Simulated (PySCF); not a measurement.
## Electronic structure of Si¹³⁺ (silicon, charge +13) at the M06-L level

Configuration: 1s1, 2S determinant. Computed with PySCF 2.14 in an even-tempered Gaussian basis (15 s from 7.3 bohr⁻², ratio 2.2; 7 p from 11 bohr⁻², ratio 2.4; 4 d from 34 bohr⁻², ratio 2.4; 3 f from 51 bohr⁻², ratio 2.4; 3 g from 76 bohr⁻², ratio 2.4), with the non-relativistic Hamiltonian (point nucleus).

```
Total energy                                     : -98.0506 hartree
One-electron energy                              : -97.9991 hartree
Hartree (Coulomb) energy                         : 4.3767 hartree
Exchange-correlation energy                      : -4.4282 hartree
Kinetic energy                                   : 98.04800 hartree
⟨S²⟩                                             : 0.7500
⟨L²⟩                                             : 0.000
Sum of ⟨r⟩                                       : 0.1071 bohr
Sum of ⟨r²⟩                                      : 0.01529 bohr²
Density at the nucleus (Gaussians lack the cusp) : 859 bohr⁻³
Spin density at the nucleus                      : 859 bohr⁻³
```

| shell | electrons | mean orbital energy (hartree) | rms radius, mean of both spins (bohr) |
| --- | --- | --- | --- |
| 1s α | 1 | -95.11574 | 0.124 |

For one electron the Hartree and exchange-correlation energies should cancel; what remains is the self-interaction error.
